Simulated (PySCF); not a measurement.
C3H8O2Si, SMILES O[C@@H]1C[SiH2]OC1.

Geometry optimised at PBE0-D3(BJ)/def2-SVP. The structure was generated by enumeration; whether it is a known compound was not checked. The values are those of a single conformer.

All values below come from TDDFT-PBE/def2-SVPD run with PySCF.

Vertical excitations. The molecule is in vacuum.

List the lowest excited states. (The exact figures need the calculation; the answer reports its results.)


```tsv
state	energy (eV)	λ (nm)	f	main pairs
S1	5.82	213	0.008	HOMO→LUMO 98 %
S2	6.01	206	0.005	HOMO→LUMO+1 98 %
S3	6.13	202	0.006	HOMO−1→LUMO 99 %
S4	6.27	198	0.019	HOMO−1→LUMO+1 99 %
S5	6.76	183	0.004	HOMO−2→LUMO 95 %
S6	6.87	180	0.008	HOMO→LUMO+2 98 %
S7	6.95	178	0.015	HOMO−2→LUMO+1 92 %
S8	7.01	177	0.011	HOMO→LUMO+3 98 %
S9	7.17	173	0.023	HOMO−1→LUMO+2 94 %
S10	7.24	171	0.001	HOMO→LUMO+4 92 %
T1	5.71	217	0	HOMO→LUMO 84 %, HOMO→LUMO+1 16 %
T2	5.84	212	0	HOMO→LUMO+1 82 %, HOMO→LUMO 16 %
T3	5.94	209	0	HOMO−1→LUMO 97 %
T4	6.13	202	0	HOMO−1→LUMO+1 98 %
```
Triplets are in the Tamm–Dancoff approximation, which puts them higher than full response would, so one can lie above its singlet here.
